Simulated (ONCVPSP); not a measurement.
titanium: excitation energies, all-electron against ONCV

Ti (Z = 22), optimised norm-conserving Vanderbilt (ONCV), made with ONCVPSP 4.0.1 (PBEsol, scalar-relativistic). Core [Ne], reference 3s2 3p6 3d2 4s1 (charge +1). Waves: 3s+4s: rc 1.65 bohr, ncon 4, nbas 9, qcut 8 1/bohr, 2 projectors; 3p: rc 1.65 bohr, ncon 3, nbas 7, qcut 8.7 1/bohr, 2 projectors, debl 1.2 Ha; 3d: rc 1.55 bohr, ncon 5, nbas 10, qcut 10.7 1/bohr, local; f scattering state at 0.05 Ha: rc 1.55 bohr, ncon 4, nbas 8, qcut 7.3 1/bohr, 1 projector. Local part: the d channel. Core correction: none.

In the p channel the program set the typed energies aside and used -1.693, 0.250 Ha.

Energies are relative to the spin-unpolarised reference configuration 3s2 3p6 3d2 4s1; without spin polarisation the order of configurations can differ from experiment.

```tsv
valence configuration	charge	ΔE all-electron (eV)	error AE − PS (meV)
3s2 3p6 3d2 4s2	0	-7.359	+0.7
3s2 3p6 3d1 4s0	+3	40.368	+13
```

Q: What are ΔE and the potential's error for 3s2 3p6 3d2 4s0?

A: ΔE = 13.471 eV all-electron; the error (AE − PS) is -0.7 meV.

Q: What are ΔE and the potential's error for 3s2 3p5 3d2 4s2?

A: ΔE = 38.113 eV all-electron; the error (AE − PS) is -21 meV.
